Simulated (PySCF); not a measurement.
Bond length, frequency and bond energy of BiS by level of theory

State: ²Π (doublet), unpaired electrons π ↑. Set-up: Bi def2-SVP with ECP60, S def2-SVP; scalar-relativistic core potentials (PySCF 2.14). De refers to Bi + S in their high-spin ground configurations, without counterpoise correction. The functionals are run spin-unrestricted. A positive dipole means Bi(−)S(+). Levels whose curve was spin-contaminated or gave no clean fit are not listed.

```json
{"Level": "UHF-CCSD", "Re (Å)": "2.344", "ωe (cm⁻¹)": "427", "De (eV)": "1.98", "μ (D)": "n/a", "CPU s a point (SCF and correlation, without the integrals)": "n/a"}
{"Level": "PBE", "Re (Å)": "2.354", "ωe (cm⁻¹)": "422", "De (eV)": "3.52", "μ (D)": "-2.87", "CPU s a point (SCF and correlation, without the integrals)": "0.62"}
{"Level": "BP86", "Re (Å)": "2.357", "ωe (cm⁻¹)": "420", "De (eV)": "3.53", "μ (D)": "-2.81", "CPU s a point (SCF and correlation, without the integrals)": "0.47"}
{"Level": "r²SCAN", "Re (Å)": "2.336", "ωe (cm⁻¹)": "436", "De (eV)": "3.04", "μ (D)": "-3.16", "CPU s a point (SCF and correlation, without the integrals)": "0.92"}
{"Level": "PBE0", "Re (Å)": "2.321", "ωe (cm⁻¹)": "445", "De (eV)": "2.97", "μ (D)": "-3.19", "CPU s a point (SCF and correlation, without the integrals)": "0.89"}
```

The bond length runs from 2.321 Å (PBE0) to 2.357 Å (BP86). De spans 1.98 eV (UHF-CCSD, coupled cluster) to 3.53 eV (BP86, GGA).

Correlated steps freeze 9 core orbitals. Correlated levels converge slowly with the basis: in double zeta they bind strong bonds too weakly, by up to about 1 eV, and carry superposition errors of some tenths. Spin–orbit coupling is left out, which matters for elements this heavy, above all for dissociation energies. Counting both spins, an empty level lies below a filled one in some of these solutions, because spin and occupation are held. The state was picked by a PBE0 search and need not be the measured ground state.

The whole job (state search and all levels along the bond) took about 2.2 min on 1 thread of Arm Neoverse V1 (shared host), peak memory 0.52 GiB.
